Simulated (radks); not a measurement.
The numbers below are computed, except where a source is named.
These are the eigenvalues of the occupied orbitals of an atom or ion with whole-number occupations (Ry). Level of theory: scalar-relativistic Kohn-Sham, PBEsol, spin-unpolarised, spherical densities, finite nucleus; Fermi nuclear charge, rms radius of each element as measured or else 0.836 A^(1/3) + 0.57 fm (a radial shooting solver on a logarithmic mesh with Libxc functionals).

| orbital | eigenvalue |
|---|---|
| 1s | -6108.900 |
| 2s | -1083.357 |
| 2p | -934.7690 |
| 3s | -257.5826 |
| 3p | -214.6291 |
| 3d | -169.3174 |
| 4s | -57.12407 |
| 4p | -43.03363 |
| 4d | -26.28799 |
| 5s | -9.35239 |
| 4f | -7.71938 |
| 5p | -5.56091 |
| 5d | -1.38758 |
| 6s | -1.08433 |

Which element is it, and in what charge state? The configuration may be excited.

Answer. Z = 80, mercury, charge +1: Hg+ in [Xe] 4f14 5d10 6s1. The list shows which subshells hold electrons but not how many an open one holds; the 1s level, -3054.4 hartree, gives Z - s = 78.2 by -(Z - s)^2/2, which with screening and relativity narrows Z to a few neighbours, and the depths of the outer levels then fix element, charge and occupations together.
